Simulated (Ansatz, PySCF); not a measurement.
Diatomic MgB+, closed-shell singlet (lowest of 2S+1 = 1, 3 at CCSD(T)/def2-TZVPP on PBE0 minima; our sources give no spin for the ground state, which may be another).

Constants: fifth-degree fit in 1/R to seven points, most abundant isotopes. Runs in def2 and cc sets follow the lowest solution found near the PBE0 minimum. The singlet is held restricted. HF and MP2 rows in def2 and cc sets belong to the determinant that coupled cluster picked by its CCSD energy.

Codes used: Ansatz (Gaussian orbitals); PySCF for 3-21G rows, 6-31G* rows. Values without a source in brackets are computed.

```json
[
 {"level": "HF/3-21G", "r_e (Å)": "2.656", "ω_e (cm⁻¹)": "327", "α_e (cm⁻¹)": "0.0034", "B_e (cm⁻¹)": "0.317"},
 {"level": "HF/6-31G*", "r_e (Å)": "2.639", "ω_e (cm⁻¹)": "321", "α_e (cm⁻¹)": "0.0035", "B_e (cm⁻¹)": "0.321"},
 {"level": "HF/def2-TZVPP", "r_e (Å)": "2.617", "ω_e (cm⁻¹)": "329", "α_e (cm⁻¹)": "0.0035", "B_e (cm⁻¹)": "0.326"},
 {"level": "HF/def2-QZVPP", "r_e (Å)": "2.615", "ω_e (cm⁻¹)": "328", "α_e (cm⁻¹)": "0.0036", "B_e (cm⁻¹)": "0.327"},
 {"level": "SVWN5/def2-TZVPP", "r_e (Å)": "2.551", "ω_e (cm⁻¹)": "343", "α_e (cm⁻¹)": "0.0038", "B_e (cm⁻¹)": "0.343"},
 {"level": "PBE/def2-TZVPP", "r_e (Å)": "2.587", "ω_e (cm⁻¹)": "330", "α_e (cm⁻¹)": "0.0038", "B_e (cm⁻¹)": "0.334"},
 {"level": "BP86/6-31G*", "r_e (Å)": "2.605", "ω_e (cm⁻¹)": "325", "α_e (cm⁻¹)": "0.0037", "B_e (cm⁻¹)": "0.329"},
 {"level": "r2SCAN/def2-TZVPP", "r_e (Å)": "2.590", "ω_e (cm⁻¹)": "336", "α_e (cm⁻¹)": "0.0036", "B_e (cm⁻¹)": "0.333"},
 {"level": "B97M-V/def2-TZVPP", "r_e (Å)": "2.631", "ω_e (cm⁻¹)": "311", "α_e (cm⁻¹)": "0.0032", "B_e (cm⁻¹)": "0.323"},
 {"level": "B3LYP/6-31G*", "r_e (Å)": "2.588", "ω_e (cm⁻¹)": "331", "α_e (cm⁻¹)": "0.0037", "B_e (cm⁻¹)": "0.334"},
 {"level": "B3LYP/def2-TZVPP", "r_e (Å)": "2.572", "ω_e (cm⁻¹)": "334", "α_e (cm⁻¹)": "0.0039", "B_e (cm⁻¹)": "0.338"},
 {"level": "PBE0/def2-TZVPP", "r_e (Å)": "2.573", "ω_e (cm⁻¹)": "344", "α_e (cm⁻¹)": "0.0035", "B_e (cm⁻¹)": "0.338"},
 {"level": "BHLYP/def2-TZVPP", "r_e (Å)": "2.559", "ω_e (cm⁻¹)": "346", "α_e (cm⁻¹)": "0.0036", "B_e (cm⁻¹)": "0.341"},
 {"level": "CAM-B3LYP/def2-TZVPP", "r_e (Å)": "2.544", "ω_e (cm⁻¹)": "352", "α_e (cm⁻¹)": "0.0036", "B_e (cm⁻¹)": "0.345"},
 {"level": "wB97X-V/def2-TZVPP", "r_e (Å)": "2.553", "ω_e (cm⁻¹)": "359", "α_e (cm⁻¹)": "0.0032", "B_e (cm⁻¹)": "0.343"},
 {"level": "wB97M-V/def2-TZVPP", "r_e (Å)": "2.565", "ω_e (cm⁻¹)": "346", "α_e (cm⁻¹)": "0.0034", "B_e (cm⁻¹)": "0.340"},
 {"level": "B2PLYP/def2-TZVPP", "r_e (Å)": "2.565", "ω_e (cm⁻¹)": "342", "α_e (cm⁻¹)": "0.0037", "B_e (cm⁻¹)": "0.340"},
 {"level": "MP2/6-31G*", "r_e (Å)": "2.589", "ω_e (cm⁻¹)": "344", "α_e (cm⁻¹)": "0.0034", "B_e (cm⁻¹)": "0.333"},
 {"level": "MP2/def2-TZVPP", "r_e (Å)": "2.554", "ω_e (cm⁻¹)": "361", "α_e (cm⁻¹)": "0.0033", "B_e (cm⁻¹)": "0.342"},
 {"level": "MP2/def2-QZVPP", "r_e (Å)": "2.546", "ω_e (cm⁻¹)": "354", "α_e (cm⁻¹)": "0.0032", "B_e (cm⁻¹)": "0.345"},
 {"level": "SCS-MP2/def2-TZVPP", "r_e (Å)": "2.560", "ω_e (cm⁻¹)": "356", "α_e (cm⁻¹)": "0.0034", "B_e (cm⁻¹)": "0.341"},
 {"level": "SCS-MP2/def2-QZVPP", "r_e (Å)": "2.552", "ω_e (cm⁻¹)": "350", "α_e (cm⁻¹)": "0.0033", "B_e (cm⁻¹)": "0.343"},
 {"level": "CCSD/def2-TZVPP", "r_e (Å)": "2.570", "ω_e (cm⁻¹)": "351", "α_e (cm⁻¹)": "0.0032", "B_e (cm⁻¹)": "0.338"},
 {"level": "CCSD/def2-QZVPP", "r_e (Å)": "2.563", "ω_e (cm⁻¹)": "345", "α_e (cm⁻¹)": "0.0031", "B_e (cm⁻¹)": "0.340"},
 {"level": "CCSD(T)/def2-TZVPP", "r_e (Å)": "2.572", "ω_e (cm⁻¹)": "347", "α_e (cm⁻¹)": "0.0033", "B_e (cm⁻¹)": "0.338"},
 {"level": "CCSD(T)/def2-QZVPP", "r_e (Å)": "2.565", "ω_e (cm⁻¹)": "341", "α_e (cm⁻¹)": "0.0032", "B_e (cm⁻¹)": "0.340"}
]
```

Correlated levels freeze the inner cores; with def2 sets outer-core shells near the valence are correlated too. Rows in 3-21G, 6-31G* carry no dispersion term and start afresh at each structure (6-31G* with six Cartesian d functions). MP2/6-31G* freezes PySCF's default core, which is smaller on s-block atoms.

Doubts at one or more of the structures used: a restricted determinant that unrestricted orbitals would lower (HF/def2-TZVPP, HF/def2-QZVPP, B2PLYP/def2-TZVPP, MP2/def2-TZVPP, MP2/def2-QZVPP, SCS-MP2/def2-TZVPP, SCS-MP2/def2-QZVPP, CCSD/def2-TZVPP, CCSD/def2-QZVPP, CCSD(T)/def2-TZVPP, CCSD(T)/def2-QZVPP).

Ansatz is an electronic-structure program.
